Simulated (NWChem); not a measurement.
Molecule: BeBrF; SMILES [F][Be][Br]

```xyz
3

Be     0.0000     0.0000     1.1564
F      0.0000     0.0000     2.5422
Br     0.0000     0.0000    -0.7945
```
Atoms are numbered in this order, from 1.

Computed with NWChem. Geometry optimised at PBE0/def2-SVP; all other runs use it. Pople sets run with spherical d functions. This build's default masses of Se (78.918 u) and Br (79.917 u) are each other's, which moves their modes by up to 0.6 %. Vzz has the sign of the potential's second derivative.

```
quantity                                                                             level  value
------------------------------------------  ----------------------------------------------  -----
isotropic polarisability (bohr³) at 589 nm                                    B3LYP/6-31G*   25.9
Vzz Be1 (a.u.)                                                       Hartree-Fock/def2-SVP      …
dipole (D)                                  LC-BLYP (range parameter 0.33 per bohr)/6-31G*   0.23
vertical, lowest triplet (eV)                                          PBE0/def2-SVPD, TDA      …
highest harmonic frequency (cm⁻¹)                                            PBE0/def2-SVP   1414
```

Q: Complete the blanks.

A: 
- Vzz Be1 (a.u.), value: -0.137
- vertical, lowest triplet (eV), value: 6.82
